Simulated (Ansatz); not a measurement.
Input for Ansatz (a first-principles code): U-CCSD(T)/def2-TZVPP on BrHSi (SMILES [SiH]Br), a point of a bond scan (R = 2.286 Å). The run froze 19 orbitals, filled d shells among them.

Ansatz 0.2 input:
```yaml
crystal:
  periodic: [false, false, false]
  atoms:
    - {symbol: Si, position_ang: [-0.89669569, -0.76104712, 1.06218335]}
    - {symbol: H, position_ang: [-2.39042535, -1.46340952, -0.51944056]}
    - {symbol: Br, position_ang: [0.41275014, 0.33954138, -0.42509526]}
basis:
  gaussian:
    orbitals: def2-TZVPP
correlation: {method: ccsd_t, electrons: outside_noble_gas}
scf: {omitted_lower_state_checks: [cluster_reference]}
magnetization: {spin_polarized: true, initial_magnetization: 0}
```

It printed:

```
WARN ansatz: RAYON_NUM_THREADS=1 ignored (pool sized by the plan → 1); use --threads N
Functional definition: HF
these checks for a lower state are left out or cut short: cluster_reference
integrals: 0.19 GiB planned
649 factors; integrals over basis functions are off by at most 7.7e-4 eV
mean field: 0.33 GiB planned
mean field evaluation 1: about -77874.1164 eV, gradient 9.8e0 eV
mean field evaluation 2: about -77874.1197 eV, gradient 9.8e0 eV
mean field evaluation 4: about -77875.1434 eV, gradient 1.3e0 eV
mean field evaluation 8: about -77875.1666 eV, gradient 8.0e-4 eV
mean field evaluation 16: about -77875.1650 eV, gradient 4.8e-1 eV
mean field evaluation 32: about -77875.3203 eV, gradient 3.7e-6 eV
mean field evaluation 64: about -77874.7271 eV, gradient 2.4e-6 eV
mean field evaluation 96: about -77874.1555 eV, gradient 5.1e0 eV
mean field -77875.32025917 eV, -2861.8652337364 hartree, gradient 3.7e-6 eV, S^2 0.446977; 10 other end points of the search recorded, 0 dependent functions left out
19 core orbitals not correlated
reference -77875.32025917 eV, -2861.8652337364 hartree; 6, 6 occupied and 79, 79 virtual orbitals, 649 factors
second order -6.80397730 eV of doubles, -0.00000000 eV of singles
coupled cluster: 0.38 GiB planned
cycle   1  -7.38302508 eV  change   -5.8e-1 eV  update   9.4e-2
cycle   2  -7.70157664 eV  change   -3.2e-1 eV  update   5.3e-2
cycle   3  -7.85392410 eV  change   -1.5e-1 eV  update   4.2e-2
cycle   4  -7.95958437 eV  change   -1.1e-1 eV  update   3.1e-2
cycle   5  -8.04422645 eV  change   -8.5e-2 eV  update   1.7e-2
cycle   6  -8.06559707 eV  change   -2.1e-2 eV  update   6.8e-3
cycle   7  -8.06885020 eV  change   -3.3e-3 eV  update   2.1e-3
cycle   8  -8.07018714 eV  change   -1.3e-3 eV  update   8.3e-4
cycle   9  -8.07002107 eV  change    1.7e-4 eV  update   3.4e-4
cycle  10  -8.07008074 eV  change   -6.0e-5 eV  update   1.4e-4
cycle  11  -8.07020893 eV  change   -1.3e-4 eV  update   5.9e-5
cycle  12  -8.07018173 eV  change    2.7e-5 eV  update   2.8e-5
cycle  13  -8.07018378 eV  change   -2.0e-6 eV  update   1.3e-5
coupled cluster: 0.38 GiB planned
perturbative correction -0.41086663 eV, -0.0150990703 hartree
Total energy: -77883.80130958 eV, -2862.1769065904 hartree
Checks for a lower state left out: cluster_reference
```

Self-consistency was reached. Its determinant has ⟨S²⟩ = 0.45, a mixture of spin states.

Cost: about 14 core-seconds (a rough figure).
